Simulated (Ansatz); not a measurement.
Species: SrF (charge 0, doublet). 
Structure (B3LYP-D3(BJ)/def2-TZVP (Ansatz, an electronic-structure program) minimum search):
```xyz
2

Sr     0.0000     0.0000    -0.4018
F      0.0000     0.0000     1.6964
```
Charge 0, spin multiplicity 2.

Basis-set convergence of Hartree-Fock and CCSD(T) correlation energies (hartree) with Ansatz. Correlated levels leave the core frozen unless marked. Open shells are spin-unrestricted. Spin-orbit coupling is left out. The frozen core is the preceding noble-gas configuration, with the filled d and f shells of earlier blocks. The outer core of K, Ca and their heavier congeners is not correlated, a term that matters for these elements. Past Kr the def2 sets carry scalar-relativistic core potentials.

| basis | functions | E(HF) | E(corr, CCSD(T)) |
|---|---|---|---|
| def2-SVP | 37 | -129.76896 | -0.20973 |
| def2-TZVPP | 71 | -129.90662 | -0.28135 |
| def2-QZVPP | 120 | -129.91519 | -0.30940 |

Extrapolating the two largest sets (X = 3 and 4) as X^-3: E(corr) = (64·(-0.30940) - 27·(-0.28135))/37 = -0.3299 Eh, an estimate of the basis-set limit. The largest set recovers 93.8 % of it, the smallest 63.6 %.
